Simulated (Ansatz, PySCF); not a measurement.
CH₅FGeO, SMILES C[O][GeH2][F].

Geometry optimised at PBE0-D3(BJ)/def2-SVP. One conformer was computed; it need not be the lowest.

Vertical ionisation energy (IE) and electron affinity (EA) in eV. Rows of orbital energies are one-electron estimates. Where ΔSCF, EOM or ADC give a negative EA the extra electron is unbound and the value depends on the basis.

```json
[
 {"level": "−ε(HOMO), −ε(LUMO), PBE0/def2-TZVP (PySCF)", "IE": "8.34", "EA": "-0.42"},
 {"level": "−ε(HOMO), −ε(LUMO), PBE/def2-TZVP (PySCF)", "IE": "[?]", "EA": "[?]"},
 {"level": "ΔSCF, PBE0/def2-SVPD (Ansatz), final states of multiplicity 2 and 2", "IE": "10.70", "EA": "-1.54"},
 {"level": "ΔSCF, PBE/def2-SVPD (Ansatz), final states of multiplicity 2 and 2", "IE": "10.40", "EA": "-1.38"}
]
```

### Question
What belongs in the gaps? (Estimate from the structure and the level; the computed values follow.)

### Answer

- −ε(HOMO), −ε(LUMO), PBE/def2-TZVP (PySCF), IE: 6.75
- −ε(HOMO), −ε(LUMO), PBE/def2-TZVP (PySCF), EA: 0.49

### Question
What vertical singlet–triplet gap does ΔSCF give with PBE0/def2-SVPD (Ansatz, a program for electronic structure) and with PBE/def2-SVPD (Ansatz)? (Estimate from the structure and the level; the computed values follow.)

### Answer
6.94 and 6.54 eV (triplet above singlet where positive).
